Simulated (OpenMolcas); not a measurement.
**Mn3+: Racah parameters, worked from levels**

```
Program             : OpenMolcas 26.06
Basis               : ANO-L-VTZP [6s5p3d2f1g]
Scalar Hamiltonian  : non-relativistic, point nucleus
Active space        : 4 electrons in 5 orbitals (3d)
State averaging     : 2S+1 = 5 even, 5 roots; 2S+1 = 3 even, 45 roots; 2S+1 = 1 even, 50 roots
Spin-orbit coupling : RASSI with atomic mean-field integrals over the reference wave functions, term energies averaged over their components
```

Methods: CASSCF; MS-CASPT2, IPEA 0.25 Eh, imaginary shift 0.1 Eh (closed shells correlated: 3s 3p). Measured levels: Corliss and Sugar, J. Phys. Chem. Ref. Data 6, 1253 (1977).

**Racah parameters.** Above ⁵D, d4 has ³G at 9B + 4C, ³H at 4B + 4C and ³D at 16B + 4C. The first two fix B and C, and the third tests them; where it misses by thousands of cm-1, two parameters do not describe the configuration (Trees and configuration-interaction terms are left out) and B and C hang on the terms chosen. Term energies are centres of gravity, weighted by 2J + 1.

```csv
Source,³G,³H,B,C,C/B,"³D from B, C",³D found
CASSCF,29436,23243,1239,4572,3.69,38112,37890
MS-CASPT2,25838,21409,886,4466,5.04,32040,31802
measured,25153,20960,839,4401,5.25,31028,30911
```

Energies in cm-1. From CASSCF to MS-CASPT2, B changes by -28.5 % and C by -2.3 %. Against the measured terms, MS-CASPT2 has B off by +5.6 % and C by +1.5 %.

CASPT2 breaks the degeneracy within a term, and the mean is taken; among the terms shown or strongly mixed into the levels shown the widest spread is 280 cm-1 (3d⁴ ³G, MS-CASPT2). Without dynamic correlation excited terms often stand tens of per cent too high (terms of higher spin than the ground term too low), and those without a measured partner can miss by more than the paired ones (holds for CASSCF). Computed and measured levels are paired by configuration, term and J; levels that our copy of the source lacks, or whose pairing is in doubt (as where it misses far off the trend of its configuration), stay unpaired and out of the deviations. Only configurations of the active space appear.
